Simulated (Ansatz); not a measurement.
`FC(F)=NP` + `O[AsH2]` → `PO[AsH2]` + `N=C(F)F`  (ligand exchange at a P–N bond)

Isolated molecules relaxed with PBE0-D4/def2-TZVP in Ansatz; ΔE leaves out vibrations. CCSD(T)/CBS adds triple-zeta CCSD(T) − MP2 to the extrapolated MP2 energy (def2 sets, frozen cores). Functionals use def2-TZVPP. For As outer-core shells are correlated without core-valence functions, which leaves a few kJ/mol of doubt a bond. Scalar relativity is left out up to krypton. One conformer a species, not always the lowest.

`FC(F)=NP`:

Z-matrix (Å, degrees):
```
C
F 1 1.309
N 1 1.230 2 124.1
F 1 1.322 2 108.1 3 179.8
P 3 1.711 1 126.2 2 -173.7
H 5 1.425 3 101.3 1 -44.5
H 5 1.417 3 96.2 1 -139.4
```

`O[AsH2]`:

```xyz
5

O     0.627   -0.905    0.151
As   -0.570    0.439    0.230
H     0.461   -1.489    0.895
H     0.436    1.559   -0.029
H    -0.954    0.395   -1.247
```

`PO[AsH2]`:

Z-matrix (Å, degrees):
```
P
O 1 1.649
H 1 1.425 2 98.4
H 1 1.426 2 98.5 3 93.2
As 2 1.810 1 118.2 3 134.5
H 5 1.528 2 94.5 1 -139.4
H 5 1.529 2 95.1 1 129.2
```

`N=C(F)F`:

Z-matrix (Å, degrees):
```
C
N 1 1.236
F 1 1.320 2 128.2
F 1 1.304 2 123.4 3 180.0
H 2 1.014 1 111.7 3 0.0
```

```tsv
level	ΔE (kJ/mol)	difference from CCSD(T)/CBS
BLYP-D4	-7.9	3.4
r2SCAN-D4	-4.9	6.4
B97M-V	-9.5	1.8
r2SCANh-D4	-5.5	5.8
B2PLYP	-9.3	2.0
PBE-QIDH	-7.3	4.0
PBE	-2.3	9.0
revPBE	-2.9	8.4
r2SCANh	-5.3	6.0
BHLYP	-10.7	0.6
MP2/def2-SVP	-8.4	2.9
CCSD/def2-SVP	-11.5	-0.2
CCSD/def2-TZVPP	-11.6	-0.3
HF/def2-QZVPP	-17.9	-6.6
SCS-MP2/def2-QZVPP	-12.1	-0.8
HF/CBS(def2)	-18.0	-6.7
CCSD(T)/CBS	-11.3	0
```

Question: What do rigid-rotor, harmonic-oscillator terms from PBE0-D4/def2-TZVP frequencies (298.15 K, 1 bar) make of the CCSD(T)/CBS value? (An estimate is asked.)

Answer: The calculation gave: ΔZPE = +0.9 kJ/mol, ΔH = -10.6 kJ/mol, ΔS = 17 J/(mol·K), ΔG = -15.6 kJ/mol. Modes under 50 cm⁻¹ make the entropy rough.

Largest T1 diagnostic among the species: 0.014.

From BLYP to BHLYP (50 % exact exchange), in def2-TZVPP and without D4, ΔE moves by −3.9 kJ/mol. In def2-TZVPP, CCSD(T) changes the Hartree–Fock value by +6.2 kJ/mol (the triples alone add +1.1 kJ/mol) and MP2 by +8.2 kJ/mol.
